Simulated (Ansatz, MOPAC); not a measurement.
Molecule: silylphosphine, SiPH5, net charge 0, singlet state. SMILES: [SiH3]P
Geometry: optimised at B3LYP-D3(BJ)/def2-TZVP (Ansatz, a first-principles code).

Quantity: size of the dipole moment, in D. Terms: six Cartesian d functions in 6-31G* and its kin unless marked 5d; spin-orbit terms left out; no dispersion term unless named; non-relativistic. First-principles rows: single points at B3LYP-D3(BJ) geometries (Ansatz). Semi-empirical rows: dipoles at the shared geometry.

| level | program | size of the dipole moment (D) |
|---|---|---|
| AM1 | MOPAC | 2.95 |
| PM6 | MOPAC | 2.03 |
| MNDO | MOPAC | 2.80 |
| PBE/STO-3G | Ansatz | 0.68 |
| PBE/3-21G | Ansatz | 1.37 |
| PBE/def2-SVP | Ansatz | 0.83 |
| B3LYP/6-31G* | Ansatz | 0.93 |
| B3LYP/6-31+G* | Ansatz | 0.90 |
| B3LYP/6-31G** | Ansatz | 0.92 |

No value to compare with is used here. The 9 habitual levels span 0.68 (PBE/STO-3G) to 2.95 D (AM1).

The levels are drawn from those run, B3LYP/6-31G* more often than the rest, none by its result; left out are runs that failed, that the program found above a lower state of the same kind, or whose <S^2> lies over 0.5 above the pure value.
